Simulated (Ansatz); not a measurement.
Ansatz (a quantum-chemistry and plane-wave program) input (B3LYP-D3(BJ)/def2-TZVP):

Ansatz 0.2 input:
```yaml
crystal:
  periodic: [false, false, false]
  atoms:
    - {symbol: C, position_ang: [-1.28349278, -0.89755853, 0.51719853]}
    - {symbol: C, position_ang: [-1.56518665, 0.60432084, 0.35467458]}
    - {symbol: C, position_ang: [-0.25578729, 1.20553606, 0.06848529]}
    - {symbol: C, position_ang: [0.67742018, 0.25754655, -0.20165705]}
    - {symbol: C, position_ang: [0.07557437, -1.13887817, -0.16009318]}
    - {symbol: C, position_ang: [1.98383010, 0.46838618, -0.50237888]}
    - {symbol: N, position_ang: [3.10369960, 0.58514920, -0.77630035]}
    - {symbol: H, position_ang: [-2.06236244, -1.51323448, 0.07510916]}
    - {symbol: H, position_ang: [-1.22082407, -1.14482860, 1.57648053]}
    - {symbol: H, position_ang: [-2.04105431, 1.05646584, 1.22712277]}
    - {symbol: H, position_ang: [-2.23591386, 0.81169415, -0.48835268]}
    - {symbol: H, position_ang: [-0.08406833, 2.26955197, 0.06263175]}
    - {symbol: H, position_ang: [0.69836437, -1.84288981, 0.38872682]}
    - {symbol: H, position_ang: [-0.03903773, -1.50947448, -1.18085752]}
    - {symbol: H, position_ang: [4.08242869, 0.69312409, -0.93436969]}
basis:
  gaussian:
    orbitals: def2-TZVP
hamiltonian:
  xc: b3lyp
  dispersion: d3bj
total_charge: 1
relax: {f_tol: 0.002, max_steps: 150}
```

End of the output:

```
mean field -7837.18863986 eV, -288.0113702777 hartree, gradient 1.1e-5 eV, S^2 0.000000; 0 other end points of the search recorded, 0 dependent functions left out
the calculation of the forces begins
reference -7837.18891405 eV, -288.0113803538 hartree; 25, 25 occupied and 240, 240 virtual orbitals, 1587 factors
relax step  15: F+E_penalty+E_count = -7837.79451236 eV  Δ(F+E_penalty+E_count) = -5.180e-7 eV  max|allowed force component| = 1.670e-3 eV/Å  Δτ_max = 0.0009 Å  (36 SCF iters, accepted)
integrals: 0.22 GiB planned
1587 factors; their error is unknown
0.37 GiB of the device are held for the grids
1.55 GiB of device memory are held for the factors and their scratch space
mean field: 1.65 GiB planned
mean field evaluation 128: about -7835.3542 eV, gradient 2.8e1 eV
mean field -7837.18863986 eV, -288.0113702777 hartree, gradient 1.1e-5 eV, S^2 0.000000; 1 other end points of the search recorded, 0 dependent functions left out
the calculation of the forces begins
reference -7837.18891405 eV, -288.0113803538 hartree; 25, 25 occupied and 240, 240 virtual orbitals, 1587 factors
Total energy: -7837.79478654 eV, -288.0336457573 hartree
Atom 0 at    -1.305826    -0.901393     0.522041 Å, force     0.001649     0.000719     0.001007 eV/Å
Atom 1 at    -1.564675     0.610790     0.346596 Å, force    -0.001104     0.001326     0.000286 eV/Å
Atom 2 at    -0.219855     1.186135     0.081169 Å, force    -0.001142     0.000177    -0.001197 eV/Å
Atom 3 at     0.676056     0.210043    -0.186556 Å, force     0.000498    -0.001670     0.001037 eV/Å
Atom 4 at     0.056141    -1.183518    -0.158141 Å, force     0.000704    -0.000627    -0.001380 eV/Å
Atom 5 at     2.000213     0.470077    -0.500476 Å, force     0.001028    -0.000253    -0.000143 eV/Å
Atom 6 at     3.106317     0.643698    -0.756206 Å, force    -0.000307     0.000624     0.000070 eV/Å
Atom 7 at    -2.099611    -1.511174     0.097948 Å, force     0.000318     0.000193    -0.000179 eV/Å
Atom 8 at    -1.237714    -1.136928     1.583369 Å, force    -0.000300    -0.000515    -0.000298 eV/Å
Atom 9 at    -2.047817     1.083307     1.204057 Å, force    -0.001075     0.000031    -0.000194 eV/Å
Atom 10 at    -2.206501     0.834863    -0.516267 Å, force     0.000736     0.000691     0.000917 eV/Å
Atom 11 at    -0.002438     2.246632     0.076358 Å, force    -0.000236    -0.000300    -0.000036 eV/Å
Atom 12 at     0.663752    -1.901473     0.390241 Å, force     0.000235     0.000599    -0.000106 eV/Å
Atom 13 at    -0.056684    -1.553873    -1.179268 Å, force    -0.000170    -0.000429     0.000027 eV/Å
Atom 14 at     4.072232     0.807724    -0.978447 Å, force    -0.000834    -0.000568     0.000189 eV/Å
Dipole moment:     0.887478     0.341647    -0.238832 e Å
```

It need not be the lowest isomer of its formula.
